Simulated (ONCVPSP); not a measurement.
## Configuration tests for Ru (Z = 44) (ONCV)

Ru, optimised norm-conserving Vanderbilt (ONCV), made with ONCVPSP 4.0.1 (revPBE, scalar-relativistic). Core [Ar] 3d10, reference 4s2 4p6 4d7 5s1. Waves: 4s+5s: rc 1.75 bohr, ncon 4, nbas 8, qcut 8.2 1/bohr, 2 projectors; 4p: rc 1.65 bohr, ncon 3, nbas 6, qcut 10 1/bohr, 2 projectors, debl 3.6 Ha; 4d: rc 1.40 bohr, ncon 4, nbas 7, qcut 7.5 1/bohr, local. Local part: the d channel. Core correction: none.

Energies are relative to the spin-unpolarised reference configuration 4s2 4p6 4d7 5s1; without spin polarisation the order of configurations can differ from experiment.

```json
{"valence configuration": "4s2 4p6 4d7 5s0", "charge": "+1", "ΔE all-electron (eV)": "7.166", "error AE − PS (meV)": "-1.8"}
{"valence configuration": "4s2 4p6 4d5 5s0", "charge": "+3", "ΔE all-electron (eV)": "55.813", "error AE − PS (meV)": "-1.6"}
{"valence configuration": "4s2 4p6 4d7 5s0.5", "charge": "+0.5", "ΔE all-electron (eV)": "2.806", "error AE − PS (meV)": "-0.7"}
```

**Question.** What are ΔE and the potential's error for 4s2 4p6 4d6 5s0?

**Answer.** ΔE = 25.267 eV all-electron; the error (AE − PS) is -1.7 meV.
